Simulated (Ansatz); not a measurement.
Competing steps

Reactants: SiHF₃ ([F][SiH]([F])[F]) + H₂S (brackets give SMILES or just the links). Saddle points were found for several chosen steps; others may exist. Gas-phase electronic energies, without zero-point energy, by CCSD(T) at an estimated basis limit (MP2 extrapolated from triple and quadruple zeta, plus CCSD(T) − MP2 in triple zeta); Ansatz 0.2.0, def2-TZVPP and QZVPP, frozen cores, on PBE0-D4/def2-TZVP structures. Extrapolation: Hartree–Fock as exp(−7.88 √X), correlation as X^−2.97. No counterpoise correction.

**Question.** Rank the steps by the energy of their saddle points, lowest first, and give each saddle's height above the lowest. (Judge from chemistry; the value comes from the calculation.)
A. four-centre ligand exchange, to SiH₂SF₂ ([F][SiH]([F])[SH]) + HF (breaks or loosens F–Si, H–S; forms F–H, S–Si)
B. four-centre ligand exchange, to SiHSF₃ ([F][Si]([F])([F])[SH]) + H₂ (breaks or loosens H–S, H–Si; forms H–H, S–Si)

**Answer.** The calculation gives: A (0.000 eV), B (0.300 eV). Heights count from the lowest.

The lowest of these saddles lies at 1.922 eV relative to the separated reactants.

**Question.** Does the lowest of these saddles lead to the lowest end structure (the products still in contact)? (A judgement: the text doesn't fix the answer.)

**Answer.** The calculation gives: No: the step over a higher saddle ends lower. Relative to the separated reactants, the ends lie at 0.846 (SiH₂SF₂ ([F][SiH]([F])[SH]) + HF); -0.366 (SiHSF₃ ([F][Si]([F])([F])[SH]) + H₂) eV.

The T1 diagnostic stays at or below 0.013.

For scale, one of the runs: CCSD(T)/def2-TZVPP, 219 basis functions, launched by `ansatz run in.yaml --threads 4 --pin off --events-out ev --progress --plain --max-ram 9574MiB`. Time: 87 s of wall clock on 4 CPU threads of an Arm Neoverse V2; the host was shared. Peak host memory: 3.4 GiB.
